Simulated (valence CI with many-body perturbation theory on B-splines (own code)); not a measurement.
## Cr19+: magnetic and hyperfine properties of the levels

Computed by configuration interaction combined with many-body perturbation theory (CI+MBPT): three valence electrons over a frozen Dirac-Fock core [He], a basis of 11 s, 11 p, 9 d, 7 f, 5 g, 2 h, 1 i functions for each j, with the one-electron correlation potential Σ1, the two-electron term Σ2, the three-electron term Σ3, Breit, model QED; selected CI, second order for the rest (own B-spline code, finite nucleus).

No measured levels were compared; by estimate levels of excited configurations hold to 0.05 to 0.15 % of their energy, terms of the ground configuration to about 0.5 %.

A/g_I is the dipole constant over the nuclear g factor μ/I (μ in nuclear magnetons, uniformly magnetised nucleus), B/Q the quadrupole constant per barn. Both hold the static response of the core; the bare values leave it out. Large factors of s and p1/2 electrons are usually good to 5 to 10 %; those of open d and f shells near neutrality can be off by tens of per cent, and small factors of p3/2, d and f electrons come from cancelling terms and can be off by a factor of two or in sign, in half-filled shells by more. B is blank for J = 1/2, where it vanishes, and for nearly pure S terms. Energies count from the lowest level.

Names give the largest LS component (configuration and term), which can be under half, so a name can repeat, a term be missing and a line seem to break the LS rules; names also repeat where a configuration has a term twice. Letters in brackets count levels of one name in rising energy.

| Level | E (Ry) | g | A/g_I (MHz) | A/g_I bare | B/Q (MHz/b) | B/Q bare |
| --- | --- | --- | --- | --- | --- | --- |
| 2s²2p ²P°_1/2 | 0.000 | 0.662 | 120000 | 118000 |  |  |
| 2s²2p ²P°_3/2 | 0.756 | 1.331 | 22600 | 24000 | 41100 | 41300 |
| 2s2p² ⁴P_1/2 | 3.235 | 2.646 | 217000 | 216000 |  |  |
| 2s2p² ⁴P_3/2 | 3.570 | 1.728 | 94500 | 94400 | 33400 | 33600 |
| 2s2p² ⁴P_5/2 | 3.926 | 1.584 | 99700 | 99500 | -38600 | -38800 |
| 2s2p² ²D_3/2 | 5.842 | 0.815 | -18200 | -16100 | 55900 | 56100 |
| 2s2p² ²D_5/2 | 5.953 | 1.211 | 108000 | 106000 | 80000 | 80400 |
| 2s2p² ²P_1/2 | 6.931 | 1.284 | 156000 | 152000 |  |  |
| 2s2p² ²S_1/2 | 7.727 | 1.397 | 264000 | 256000 |  |  |
| 2s2p² ²P_3/2 | 7.854 | 1.316 | -23400 | -19500 | -39800 | -39900 |
| 2p³ ⁴S°_3/2 | 10.043 | 1.959 | -4860 | 1880 |  |  |
| 2p³ ²D°_3/2 | 11.208 | 0.881 | 23500 | 22900 | 32900 | 33000 |
| 2p³ ²D°_5/2 | 11.378 | 1.197 | 40000 | 41300 | -411 | -413 |
| 2p³ ²P°_1/2 | 12.579 | 0.662 | 120000 | 117000 |  |  |
| 2p³ ²P°_3/2 | 12.892 | 1.286 | 21100 | 23100 | -33800 | -34000 |
| 2s²3s ²S_1/2 | 61.523 | 2.001 | 109000 | 107000 |  |  |
| 2s²3p ²P°_1/2 | 63.005 | 0.665 | 30300 | 29900 |  |  |
| 2s²3p ²P°_3/2 | 63.217 | 1.333 | 12500 | 12700 | 12700 | 12700 |
| 2s2p3s ⁴P°_1/2 | 64.502 | 2.627 | 236000 | 231000 |  |  |
| 2s²3d ²D_3/2 | 64.578 | 0.798 | 4180 | 4160 | 2210 | 2260 |
| 2s²3d ²D_5/2 | 64.641 | 1.199 | 1610 | 1610 | 3070 | 3140 |
| 2s2p3s ⁴P°_3/2 | 64.707 | 1.710 | 161000 | 158000 | -30800 | -30900 |
| 2s2p3s ⁴P°_5/2 | 65.221 | 1.598 | 113000 | 111000 | 42600 | 42800 |
| 2s2p3s ²P°_1/2 [a] | 65.303 | 0.692 | 74000 | 73400 |  |  |
| 2s2p3p ⁴D_1/2 | 65.810 | 0.178 | -29900 | -28800 |  |  |
| 2s2p3s ²P°_3/2 [a] | 65.848 | 1.347 | 113000 | 111000 | 38800 | 39000 |
| 2s2p3p ⁴D_3/2 | 65.990 | 1.231 | 113000 | 112000 | -16000 | -16100 |
| 2s2p3p ²P_3/2 [a] | 66.261 | 1.468 | 55800 | 55200 | -4660 | -4690 |
| 2s2p3p ²P_1/2 [a] | 66.291 | 0.591 | -103000 | -101000 |  |  |
| 2s2p3p ⁴D_5/2 | 66.319 | 1.378 | 77600 | 76600 | 4150 | 4160 |
| 2s2p3p ⁴P_1/2 | 66.582 | 2.599 | 250000 | 246000 |  |  |
| 2s2p3p ⁴S_3/2 [a] | 66.650 | 1.526 | 86400 | 85400 | -3410 | -3430 |
| 2s2p3p ⁴D_7/2 | 66.782 | 1.427 | 68200 | 67600 | 54700 | 55000 |
| 2s2p3p ⁴P_3/2 | 66.926 | 1.302 | 96000 | 94700 | 36000 | 36100 |
| 2s2p3p ⁴S_3/2 [b] | 67.035 | 1.524 | 85700 | 84700 | 20000 | 20100 |
| 2s2p3p ⁴P_5/2 | 67.056 | 1.505 | 94700 | 93800 | 4210 | 4240 |
| 2s2p3d ⁴F°_3/2 | 67.212 | 0.449 | -39300 | -38200 | 9930 | 10000 |
| 2s2p3d ⁴F°_5/2 | 67.339 | 1.061 | 34100 | 33600 | 636 | 684 |
| 2s2p3p ²D_5/2 [a] | 67.386 | 1.278 | 61500 | 61200 | 39500 | 39700 |
| 2s2p3d ⁴F°_7/2 | 67.543 | 1.261 | 52700 | 51900 | -2830 | -2790 |

(1) Take the isotope of mass number 53, with I = 3/2, μ = -0.47431 μN and Q = -0.15 b. What is the hyperfine structure of 2s2p² ⁴P_3/2?

Answers

(1) From the table A = -29900 MHz, B = -5010 MHz. Shifts from the centre of gravity in MHz: F = 0: 106000, F = 1: 81000, F = 2: 26200, F = 3: -68500.
